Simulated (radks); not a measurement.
Values are calculated unless marked as measured or tabulated.
Task: Valence configurations of Cr (all share [Ar]). Code: a radial shooting solver on a logarithmic mesh with Libxc functionals. Model: Dirac Kohn-Sham, PBEsol, spin-unpolarised, spherical densities, point nucleus; open shells fill j = l - 1/2 first. Order these by energy: 3d5.5 4s0.5; 3d5 4p1; 3d3 4s1 4p2; 3d4 4s1 4p1; 3d6; 3d3.5 4s0.5 4p2; 3d4 4s2; 3d5 4s1; 3d5 4s0.5 4p0.5; 3d4.5 4s1.5.

Result: From the lowest, in eV above it: 3d4.5 4s1.5 0.000; 3d4 4s2 0.193; 3d5 4s1 0.347; 3d5.5 4s0.5 1.095; 3d5 4s0.5 4p0.5 1.887; 3d6 2.121; 3d5 4p1 3.467; 3d4 4s1 4p1 3.792; 3d3.5 4s0.5 4p2 9.020; 3d3 4s1 4p2 11.334. NIST lists [Ar] 3d5 4s1 as the ground configuration; this level of theory puts 3d4.5 4s1.5 lower, by 0.347 eV. The energies are those of spherical spin-averaged densities, not of single terms.
